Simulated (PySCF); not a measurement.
Two species compared at the same levels of theory.

First species: C6H12ClFO.
Structure used (PBE0-D3(BJ)/def2-SVP), in Å, numbered top down from 1:
```xyz
21
C6H12ClFO angstrom
C     -2.0978    0.9734   -0.8950
C     -1.1998    0.3465    0.1495
C     -1.8081   -0.8886    0.7929
O      0.0162    0.0182   -0.5062
C      1.1515   -0.1289    0.2959
C      1.8415   -1.4410   -0.0294
C      2.0815    1.0483    0.0258
F      3.2372    0.8975    0.7143
Cl     1.3272    2.5954    0.5008
H     -2.2922    0.2593   -1.7100
H     -3.0604    1.2733   -0.4556
H     -1.6113    1.8617   -1.3221
H     -0.9904    1.0998    0.9317
H     -1.1302   -1.3242    1.5434
H     -2.0107   -1.6546    0.0284
H     -2.7526   -0.6427    1.3013
H      0.8963   -0.0987    1.3721
H      2.0676   -1.4906   -1.1053
H      1.1718   -2.2771    0.2151
H      2.7757   -1.5520    0.5375
H      2.3048    1.1325   -1.0488
```

Second species: AlEt2H, C4H11Al.
SMILES: `C[CH2][AlH][CH2]C`

Levels: CAM-B3LYP/def2-SVPD for HOMO energy, LUMO energy, HOMO–LUMO gap and static isotropic polarisability; TDDFT CAM-B3LYP/def2-SVPD for lowest singlet excitation; TDA CAM-B3LYP/def2-SVPD for lowest triplet excitation (Tamm–Dancoff); ΔSCF CAM-B3LYP/def2-SVPD for vertical ionisation energy. Geometries: PBE0-D3(BJ)/def2-SVP. Each structure is a single optimised conformer of the isolated species, non-relativistic unless stated; the electronic structure was computed with PySCF and density fitting.

Dipoles, sizes and rotational constants follow the conformer. The torsions of the flexible species, by atom-mapped SMILES:
- `[CH3:1][CH:2]([CH3:3])[O:4][C@@H:5]([CH3:6])[C@H:7]([F:8])[Cl:9]`: C1–C2–O4–C5 158°, C2–O4–C5–C6 130°, O4–C5–C7–F8 -176°

Values for the first species:

| Quantity | Value |
| --- | --- |
| HOMO energy | -9.10 eV |
| LUMO energy | 1.24 eV |
| HOMO–LUMO gap | 10.34 eV |
| Lowest singlet excitation | 7.21 eV |
| Lowest triplet excitation (Tamm–Dancoff) | 6.67 eV |
| Static isotropic polarisability | 93.2 au |
| Vertical ionisation energy | 9.74 eV |

**Question.** Estimate the same properties for the second species, and the change in each.

**Answer.** 
```tsv
property	first	second	second less first
HOMO energy	-9.10 eV	-8.48 eV	+0.62 eV
LUMO energy	1.24 eV	0.06 eV	-1.18 eV
HOMO–LUMO gap	10.34 eV	8.54 eV	-1.80 eV
lowest singlet excitation	7.21 eV	4.99 eV	-2.22 eV
lowest triplet excitation (Tamm–Dancoff)	6.67 eV	4.73 eV	-1.94 eV
static isotropic polarisability	93.2 au	78.0 au	-15.2 au
vertical ionisation energy	9.74 eV	9.22 eV	-0.52 eV
```

On the first: No computed singlet falls in the visible range (750 to 380 nm, 1.65 to 3.26 eV); S1 lies 3.95 eV above its blue end. The polarisability is 13.81 Å³ as a volume (1 au = 0.148185 Å³), or 1.14 au for each of the 82 electrons.

On the second: The polarisability is 11.55 Å³ as a volume (1 au = 0.148185 Å³), or 1.62 au for each of the 48 electrons. The 15 singlets span 4.99 to 8.56 eV, and their oscillator strengths add up to 0.73.
